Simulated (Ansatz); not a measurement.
Computed with Ansatz on PBE0-D4/def2-TZVP structures; ΔE is electronic, products minus reactants. CCSD(T)/CBS adds triple-zeta CCSD(T) − MP2 to the extrapolated MP2 energy (def2 sets, frozen cores). Functionals use def2-TZVPP. One conformer a species, not always the lowest.

Reaction (isomerisation): `O=C([SiH3])BO` → `O=CB(O)[SiH3]`

Is it downhill or uphill in electronic energy at CCSD(T)/CBS, and by how much? (An estimate is asked.)

Ansatz gave: Nearly level: ΔE = 0.0 kcal/mol.

What do these levels give: PBE-D4, PBE0-D4, ωB97M-V, B2PLYP, r2SCAN, HF/def2-TZVPP, SCS-MP2/def2-TZVPP, HF/def2-QZVPP, MP2/def2-QZVPP, HF/CBS(def2), MP2/CBS(def2), CCSD/CBS(def2)? (Estimate.)

Ansatz gave: PBE-D4 -1.0, PBE0-D4 -1.2, ωB97M-V 0.6, B2PLYP 0.3, r2SCAN -0.3, HF/def2-TZVPP 0.5, SCS-MP2/def2-TZVPP 0.5, HF/def2-QZVPP 0.6, MP2/def2-QZVPP 0.7, HF/CBS(def2) 0.7, MP2/CBS(def2) 0.8, CCSD/CBS(def2) -0.1 kcal/mol.

Largest T1 diagnostic among the species: 0.016.
